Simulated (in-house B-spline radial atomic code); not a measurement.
Neutral vanadium is squeezed into an impenetrable sphere of radius R (the orbitals vanish at R). No spin polarisation. All numbers are computed (non-relativistic LDA VWN5, spherical fractional occupations; point nucleus) with an all-electron radial atomic-structure program (B-spline basis), not measured.

Energies in eV above the free atom in [Ar] 3d3 4s2:

```json
{"R (bohr)": "8.24", "highest level (eV)": "-4.58", "[Ar] 3d3 4s2": "0.1202", "[Ar] 3d2 4s2 4f1": "15.03", "[Ar] 3d4 4s1": "0.4778", "-dE/dV in [Ar] 3d3 4s2 (GPa)": "0.168"}
{"R (bohr)": "6.31", "highest level (eV)": "-3.65", "[Ar] 3d3 4s2": "0.9924", "[Ar] 3d2 4s2 4f1": "19.48", "[Ar] 3d4 4s1": "1.263", "-dE/dV in [Ar] 3d3 4s2 (GPa)": "2.34"}
{"R (bohr)": "4.84", "highest level (eV)": "-0.625", "[Ar] 3d3 4s2": "5.047", "[Ar] 3d2 4s2 4f1": "29.45", "[Ar] 3d4 4s1": "4.487", "-dE/dV in [Ar] 3d3 4s2 (GPa)": "21.1"}
{"R (bohr)": "4.38", "highest level (eV)": "1.62", "[Ar] 3d3 4s2": "8.588", "[Ar] 3d2 4s2 4f1": "36.14", "[Ar] 3d4 4s1": "7.168", "-dE/dV in [Ar] 3d3 4s2 (GPa)": "45.3"}
{"R (bohr)": "3.81", "highest level (eV)": "6.53", "[Ar] 3d3 4s2": "17.13", "[Ar] 3d2 4s2 4f1": "50.2", "[Ar] 3d4 4s1": "13.46", "-dE/dV in [Ar] 3d3 4s2 (GPa)": "127"}
{"R (bohr)": "3.09", "highest level (eV)": "20.6", "[Ar] 3d3 4s2": "44.69", "[Ar] 3d2 4s2 4f1": "89.11", "[Ar] 3d4 4s1": "33.38", "-dE/dV in [Ar] 3d3 4s2 (GPa)": "576"}
{"R (bohr)": "2.58", "highest level (eV)": "44.6", "[Ar] 3d3 4s2": "97.76", "[Ar] 3d2 4s2 4f1": "155.6", "[Ar] 3d4 4s1": "71.98", "-dE/dV in [Ar] 3d3 4s2 (GPa)": "2090"}
{"R (bohr)": "2.26", "highest level (eV)": "74.4", "[Ar] 3d3 4s2": "171.1", "[Ar] 3d2 4s2 4f1": "241.6", "[Ar] 3d4 4s1": "126.5", "-dE/dV in [Ar] 3d3 4s2 (GPa)": "5340"}
{"R (bohr)": "1.81", "highest level (eV)": "164", "[Ar] 3d3 4s2": "425.1", "[Ar] 3d2 4s2 4f1": "523.8", "[Ar] 3d4 4s1": "321.8", "-dE/dV in [Ar] 3d3 4s2 (GPa)": "24700"}
{"R (bohr)": "1.47", "highest level (eV)": "321", "[Ar] 3d3 4s2": "953.7", "[Ar] 3d2 4s2 4f1": "1091", "[Ar] 3d4 4s1": "742.5", "-dE/dV in [Ar] 3d3 4s2 (GPa)": "97200"}
```

(1) Does [Ar] 3d2 4s2 4f1 fall below [Ar] 3d3 4s2 under compression?

(2) Does [Ar] 3d4 4s1 fall below [Ar] 3d3 4s2 under compression?

The highest level is first positive in the row R = 4.38 bohr, pushed up by confinement above the zero of the free ion's potential. Each configuration is held fixed and needn't be the lowest in the sphere.

Results:

(1) No, it stays above over the whole range.

(2) Yes, between R = 6.31 and 4.84 bohr the order changes (near 5.83 bohr by linear interpolation).
